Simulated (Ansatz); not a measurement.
Ansatz (a first-principles code) input (HF/def2-TZVP):

Ansatz 0.2 input:
```yaml
crystal:
  periodic: [false, false, false]
  atoms:
    - {symbol: Sb, position_ang: [-0.01602737, -0.01947852, 0.03811055]}
    - {symbol: H, position_ang: [-0.53320809, 1.26927154, -0.97307230]}
    - {symbol: H, position_ang: [1.35060378, -0.27586713, -0.97056559]}
basis:
  gaussian:
    orbitals: def2-TZVP
hamiltonian:
  xc: {name: HF}
magnetization: {spin_polarized: true, initial_magnetization: 1}
relax: {f_tol: 0.003, max_steps: 100}
```

Output:

```
Functional definition: HF
integrals: 0.01 GiB planned
621 factors; integrals over basis functions are off by at most 2.5e-4 eV
mean field: 0.12 GiB planned
mean field evaluation 1: about -6541.2822 eV, gradient 5.6e0 eV
mean field evaluation 2: about -6541.2828 eV, gradient 5.6e0 eV
mean field evaluation 4: about -6541.7088 eV, gradient 6.8e-1 eV
mean field evaluation 8: about -6541.7141 eV, gradient 9.3e-3 eV
mean field -6541.71414299 eV, -240.4035606219 hartree, gradient 3.4e-5 eV, S^2 0.766593; 0 other end points of the search recorded, 0 dependent functions left out
the calculation of the forces begins
reference -6541.71414299 eV, -240.4035606219 hartree; 13, 12 occupied and 49, 50 virtual orbitals, 621 factors
relax step   1: F+E_penalty+E_count = -6541.71414299 eV  Δ(F+E_penalty+E_count) = +0.000e0 eV  max|allowed force component| = 4.089e-1 eV/Å  Δτ_max = 0.0000 Å  (37 SCF iters, accepted)
these checks for a lower state are left out or cut short: starts, cluster_reference, orbital_swaps, neighbouring_geometries, increment
integrals: 0.01 GiB planned
621 factors; integrals over basis functions are off by at most 2.7e-4 eV
mean field: 0.12 GiB planned
mean field evaluation 16: about -6541.7035 eV, gradient 7.5e-5 eV
mean field -6541.70354636 eV, -240.4031712028 hartree, gradient 7.5e-5 eV, S^2 0.766309; 0 other end points of the search recorded, 0 dependent functions left out
the calculation of the forces begins
reference -6541.70354636 eV, -240.4031712028 hartree; 13, 12 occupied and 49, 50 virtual orbitals, 621 factors
relax step   2: F+E_penalty+E_count = -6541.70354636 eV  Δ(F+E_penalty+E_count) = +1.060e-2 eV  max|allowed force component| = 4.294e-1 eV/Å  Δτ_max = 0.0629 Å  (30 SCF iters, rejected (line search))
these checks for a lower state are left out or cut short: starts, cluster_reference, orbital_swaps, neighbouring_geometries, increment
integrals: 0.01 GiB planned
621 factors; integrals over basis functions are off by at most 2.7e-4 eV
mean field: 0.12 GiB planned
mean field -6541.72147252 eV, -240.4038299770 hartree, gradient 8.0e-5 eV, S^2 0.766383; 0 other end points of the search recorded, 0 dependent functions left out
the calculation of the forces begins
reference -6541.72147252 eV, -240.4038299770 hartree; 13, 12 occupied and 49, 50 virtual orbitals, 621 factors
relax step   3: F+E_penalty+E_count = -6541.72147252 eV  Δ(F+E_penalty+E_count) = -7.330e-3 eV  max|allowed force component| = 1.587e-2 eV/Å  Δτ_max = 0.0232 Å  (30 SCF iters, accepted)
these checks for a lower state are left out or cut short: starts, cluster_reference, orbital_swaps, neighbouring_geometries, increment
integrals: 0.01 GiB planned
621 factors; integrals over basis functions are off by at most 2.6e-4 eV
mean field: 0.12 GiB planned
mean field -6541.72148040 eV, -240.4038302666 hartree, gradient 8.6e-5 eV, S^2 0.766393; 0 other end points of the search recorded, 0 dependent functions left out
the calculation of the forces begins
reference -6541.72148040 eV, -240.4038302666 hartree; 13, 12 occupied and 49, 50 virtual orbitals, 621 factors
relax step   4: F+E_penalty+E_count = -6541.72148040 eV  Δ(F+E_penalty+E_count) = -7.881e-6 eV  max|allowed force component| = 8.135e-3 eV/Å  Δτ_max = 0.0010 Å  (31 SCF iters, accepted)
these checks for a lower state are left out or cut short: starts, cluster_reference, orbital_swaps, neighbouring_geometries, increment
integrals: 0.01 GiB planned
621 factors; integrals over basis functions are off by at most 2.6e-4 eV
mean field: 0.12 GiB planned
mean field evaluation 32: about -6541.7215 eV, gradient 1.6e-5 eV
mean field -6541.72148311 eV, -240.4038303664 hartree, gradient 2.0e-5 eV, S^2 0.766390; 0 other end points of the search recorded, 0 dependent functions left out
the calculation of the forces begins
reference -6541.72148311 eV, -240.4038303664 hartree; 13, 12 occupied and 49, 50 virtual orbitals, 621 factors
relax step   5: F+E_penalty+E_count = -6541.72148311 eV  Δ(F+E_penalty+E_count) = -2.716e-6 eV  max|allowed force component| = 1.363e-5 eV/Å  Δτ_max = 0.0004 Å  (22 SCF iters, accepted)
integrals: 0.01 GiB planned
621 factors; integrals over basis functions are off by at most 2.6e-4 eV
mean field: 0.12 GiB planned
mean field -6541.72148311 eV, -240.4038303664 hartree, gradient 2.0e-5 eV, S^2 0.766390; 1 other end points of the search recorded, 0 dependent functions left out
the calculation of the forces begins
reference -6541.72148311 eV, -240.4038303664 hartree; 13, 12 occupied and 49, 50 virtual orbitals, 621 factors
Total energy: -6541.72148311 eV, -240.4038303664 hartree
Atom 0 at    -0.008118    -0.009866     0.019303 Å, force    -0.000005    -0.000006     0.000011 eV/Å
Atom 1 at    -0.543261     1.269467    -0.963677 Å, force     0.000014    -0.000006    -0.000006 eV/Å
Atom 2 at     1.352747    -0.285675    -0.961154 Å, force    -0.000009     0.000012    -0.000006 eV/Å
Dipole moment:    -0.012679    -0.015409     0.030149 e Å
```
